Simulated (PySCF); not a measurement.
**Computed data sheet: `O1[C@](C=C1C=O)([SiH2]F)F`**

C₄H₄F₂O₂Si.
Atom-mapped SMILES: `[O:1]=[CH:2][C:3]1=[CH:4][C@:5]([F:6])([SiH2:7][F:8])[O:9]1` (hydrogens: H10 on C2; H11 on C4; H12, H13 on Si7)

Among its groups: aldehyde, C=C double bond, ether, C–F bond, Si–H bond and C–Si bond.

GFN2-xTB geometry:

```yaml
Point_group_of_the_GFN2-xTB_geometry: C1
Rotational_constants_A_B_C_of_the_GFN2-xTB_geometry: 2.225, 0.981, 0.771 GHz
```

**CAM-B3LYP/def2-SVPD ground state and vertical TDDFT (core frozen in the response) (PySCF)**

```yaml
Dipole_moment: 2.71 D
HOMO_energy: -9.08 eV
LUMO_energy: -1.75 eV
HOMO–LUMO_gap: 7.33 eV
Lowest_singlet_excitation: 3.54 eV (351 nm, f = 0.001)
Strongest_line_among_the_8_lowest_singlet_transitions: S3 at 5.67 eV (219 nm, f = 0.145)
Lowest_triplet_excitation_Tamm–Dancoff: 2.57 eV
Static_isotropic_polarisability: 77.7 au
Electronic_spatial_extent_⟨r²⟩_about_the_centre_of_nuclear_charge: 1422 bohr²
```

Monoisotopic mass (most abundant isotopes): 149.9949 u.

The dipole matches unit charges of opposite sign 0.56 Å apart (1 e·Å = 4.8032 D). A dipole of 2.71 D is allowed in C1, and pure rotational transitions are dipole-allowed. The principal polarisabilities are 60.3, 71.4 and 101.5 au; their mean is the isotropic value. In wavenumbers S1 is 28500 cm⁻¹ (1 eV = 8065.54 cm⁻¹). S1 lies 3.79 eV below the HOMO–LUMO gap; its leading configuration is HOMO−1→LUMO, weight 0.90.

One conformer (not necessarily the lowest) at the GFN2-xTB geometry, without solvent, vibrations or thermal averaging.

Conformer computed: `[O:1]=[CH:2][C:3]1=[CH:4][C@:5]([F:6])([SiH2:7][F:8])[O:9]1`: O1–C2–C3–C4 -5°, C4–C5–Si7–F8 -39°.
